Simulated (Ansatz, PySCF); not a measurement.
F₄Se, SMILES F[Se+](F)(F)F, charge +1, multiplicity 2. Atoms are numbered in the order given.

```xyz
5

Se     0.0000     0.0000     0.2087
F      0.0000     1.7179     0.4735
F      0.0000    -1.7179     0.4735
F      1.2805     0.0000    -0.8537
F     -1.2805     0.0000    -0.8537
```
Charge +1, spin multiplicity 2.

Coordinates come from a PBE0-D3(BJ)/def2-SVP optimisation.

Two levels are set side by side: PBE-D3(BJ)/def2-SVP (Ansatz, a first-principles code) and PBE0-D3(BJ)/def2-SVP (Ansatz). Each level has its own optimised geometry; the coordinates shown are those of the second. Frequencies come from the Hessian of PySCF at each geometry. Differences are taken from unrounded values.

```tsv
quantity	PBE0-D3(BJ)
mean bond length (Å)	1.701
bond Se1–F2 (Å)	1.738
bond Se1–F3 (Å)	1.738
bond Se1–F4 (Å)	1.664
bond Se1–F5 (Å)	1.664
highest harmonic wavenumber (cm⁻¹)	818
mean harmonic wavenumber (cm⁻¹)	457
zero-point energy (kcal/mol)	5.88
```

**Question.** What does PBE-D3(BJ) give, and how far is it from PBE0-D3(BJ)? (An estimate is asked for; the answer gives what the named calculation found.)

**Answer.** 
```json
[
 {"quantity": "mean bond length (Å)", "PBE-D3(BJ)": "1.734", "PBE-D3(BJ) minus PBE0-D3(BJ)": "0.033"},
 {"quantity": "bond Se1–F2 (Å)", "PBE-D3(BJ)": "1.770", "PBE-D3(BJ) minus PBE0-D3(BJ)": "0.032"},
 {"quantity": "bond Se1–F3 (Å)", "PBE-D3(BJ)": "1.770", "PBE-D3(BJ) minus PBE0-D3(BJ)": "0.032"},
 {"quantity": "bond Se1–F4 (Å)", "PBE-D3(BJ)": "1.698", "PBE-D3(BJ) minus PBE0-D3(BJ)": "0.034"},
 {"quantity": "bond Se1–F5 (Å)", "PBE-D3(BJ)": "1.698", "PBE-D3(BJ) minus PBE0-D3(BJ)": "0.034"},
 {"quantity": "highest harmonic wavenumber (cm⁻¹)", "PBE-D3(BJ)": "751", "PBE-D3(BJ) minus PBE0-D3(BJ)": "-67"},
 {"quantity": "mean harmonic wavenumber (cm⁻¹)", "PBE-D3(BJ)": "422", "PBE-D3(BJ) minus PBE0-D3(BJ)": "-35"},
 {"quantity": "zero-point energy (kcal/mol)", "PBE-D3(BJ)": "5.43", "PBE-D3(BJ) minus PBE0-D3(BJ)": "-0.46"}
]
```

GGA bonds tend to be longer and softer than those of functionals with exact exchange. Differences between two approximate levels are no errors against the true value.
